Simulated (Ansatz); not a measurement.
C2H9AlOS (`[CH3][Al-]([CH3])([OH])[SH2+]`), charge 0, multiplicity 1.

(1) Give a relaxed structure at PBE0-D4/def2-TZVP (the Gaussian-basis code of Ansatz). (Estimate.)

Answers

(1) Computed: 
Cartesian coordinates in Å:
```
C -0.930 -0.912 -1.530
Al -0.026 -0.459 0.152
C -0.822 0.767 1.458
O 1.129 -1.559 0.813
S 1.877 1.110 -0.748
H -1.762 -1.603 -1.354
H -1.358 -0.028 -2.015
H -0.264 -1.392 -2.253
H -0.109 1.067 2.232
H -1.661 0.287 1.975
H -1.219 1.676 0.996
H 1.360 -2.368 0.361
H 2.460 1.096 0.461
H 1.324 2.318 -0.548
```
This is one stationary point; other conformers may exist.
